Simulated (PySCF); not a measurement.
This script is equivalent to a calculation on F (fluorine, neutral).

```python
from pyscf import gto, scf, dft, mp, cc
import basis_set_exchange as bse
mol = gto.M(atom="F 0 0 0", charge=0, spin=1, symmetry="D2h",
            basis=gto.basis.parse(bse.get_basis("cc-pVDZ-DK", elements=["F"], fmt="nwchem", header=False)),
            nucmod="G")
mf = dft.UKS(mol, xc="LDA,VWN").sfx2c1e()
mf.irrep_nelec = {'Ag': (2, 2), 'B1u': (1, 1), 'B2u': (1, 1), 'B3u': (1, 0)}
mf.kernel()
```

(1) What total energy does it give?

(2) Which occupied shell lies highest, and where?

(3) What is ⟨S²⟩, and what would a pure spin state give?

Answers

(1) -99.146 hartree (calculated).

(2) 2p β, at -9.266 eV.

(3) 0.751, against 0.75.
